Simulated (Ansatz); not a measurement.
Mulliken charges of `N=[C]1[CH2][GeH]1[OH]` from PBE/def2-TZVPP in Ansatz (PBE0-D4/def2-TZVP geometry).

| atom | x (Å) | y (Å) | z (Å) | charge (e) |
| --- | --- | --- | --- | --- |
| N1 | -0.986 | -0.603 | 1.901 | -0.158 |
| C2 | -0.444 | -0.344 | 0.801 | -0.145 |
| C3 | 0.631 | -1.034 | 0.005 | -0.130 |
| Ge4 | -0.241 | 0.435 | -0.970 | 0.253 |
| O5 | 0.689 | 1.912 | -1.302 | -0.366 |
| H6 | -1.729 | 0.060 | 2.119 | 0.180 |
| H7 | 1.642 | -0.802 | 0.345 | 0.087 |
| H8 | 0.503 | -2.095 | -0.207 | 0.088 |
| H9 | -1.190 | 0.225 | -2.145 | 0.011 |
| H10 | 1.208 | 2.194 | -0.545 | 0.179 |

By hand: the dipole of these point charges (1 e Å = 4.8032 D).

Σ q r = (-0.096, -0.158, 0.086) e Å, of length 0.204 e Å = 0.98 D.

How does the dipole of the full density compare? (An estimate is asked.)

Computed: (0.027, 0.122, -0.057) e Å, 0.66 D; the point charges give 1.48 times that, at 163° from its direction, so they point the opposite way.

Point charges leave out the atoms' own dipoles, such as those of lone pairs, and Mulliken's split depends on the basis, so the two needn't agree.
